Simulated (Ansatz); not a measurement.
## Si2H2OF2 (SMILES F[Si]1(F)O[SiH2]1): methods side by side

Si2H2OF2: 7 atoms, total charge 0, spin state singlet. SMILES: `F[Si]1(F)O[SiH2]1`. The shape was relaxed beforehand at B3LYP/def2-SVP.

```tsv
atom	x (Å)	y (Å)	z (Å)
F	0.4243	-1.6305	1.7237
Si	0.0422	-1.0295	0.2800
F	-0.2054	-2.3186	-0.6519
O	1.1328	0.0816	-0.3309
Si	-0.3052	1.0773	-0.2381
H	-0.2118	2.2056	0.7244
H	-0.8154	1.5460	-1.5527
```

Each level gives the dissociation energy of the Si2–F1 bond into doublet Si2H2OF and doublet F (shapes relaxed at B3LYP/def2-SVP, no zero-point term) (eV). The values are calculated.

```csv
level,kind,program,value (eV),less CCSD(T)/def2-SVP,CPU time (all runs)
HF/def2-SVP,Hartree–Fock,Ansatz,3.62,-1.64,3 s
SVWN5/def2-SVP,LDA,Ansatz,6.88,+1.62,1.8 s
PBE/def2-SVP,GGA,Ansatz,5.88,+0.62,3.3 s
r2SCAN/def2-SVP,meta-GGA,Ansatz,5.79,+0.53,7.1 s
PBE0-D4/def2-SVP,global hybrid,Ansatz,5.64,+0.38,4.7 s
wB97M-V/def2-SVP,range-separated hybrid,Ansatz,5.71,+0.45,17 s
B2PLYP/def2-SVP,double hybrid,Ansatz,5.48,+0.22,7.1 s
RPA@PBE/def2-SVP,RPA,Ansatz,4.75,-0.51,6.3 s
CCSD(T)/def2-SVP,coupled cluster or CI,Ansatz,5.26,0.00,14 s
```

Differences are taken from CCSD(T)/def2-SVP for orientation; it has basis-set and higher-order errors of its own. The values span 3.62 to 6.88 eV. Hartree–Fock misses the correlation of the electron pair that is broken and comes out low. Measured bond enthalpies also hold zero-point and thermal terms, a few tenths of an eV less. CPU times are rough (shared hosts, several kinds of processor): they show what a rung costs within a factor of a few.
